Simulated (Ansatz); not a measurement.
CH5ClO2Si, SMILES `O[SiH2]C(O)Cl`, charge 0, multiplicity 1.

(1) Give a relaxed structure at PBE0-D4/def2-TZVP (Ansatz). (An estimate is asked.)

## Answers

(1) Ansatz gave: 
Cartesian coordinates in Å:
```
O -2.0709 -0.4983 0.3144
Si -0.9092 0.5691 -0.1341
C 0.7747 -0.3119 -0.1956
O 1.7745 0.5962 -0.4484
Cl 0.9665 -1.0969 1.4580
H -1.9158 -0.9659 1.1385
H -0.7486 1.7028 0.8089
H -1.2765 1.0372 -1.4904
H 0.7935 -1.1706 -0.8726
H 2.6118 0.1384 -0.5786
```
This is one stationary point; other conformers may exist.
